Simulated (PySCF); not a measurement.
Vertical excitations of a molecule CH7ClOSi2 from TDA-B3LYP/def2-SVPD run with PySCF 2.14.0, as energy in eV (oscillator strength): 6.31 (0.014), 6.43 (0.022), 7.40 (0.017), 7.44 (0.007), 7.47 (0.050), 7.55 (0.141), 7.61 (0.021), 7.72 (0.012), 7.82 (0.002), 7.90 (0.091). Lowest triplet (TDA): 5.80 eV. Geometry optimised at ωB97X-D3(BJ)/def2-SVP. One conformer was computed; it need not be the lowest.

Task: Identify the compound among the candidates.
A. OC[Si@H]([SiH3])Cl
B. C[SiH2][Si@@H](O)Cl
C. O[Si@@H](Cl)C[SiH3]
D. [SiH3]CO[SiH2]Cl

Result: B, C[SiH2][Si@@H](O)Cl
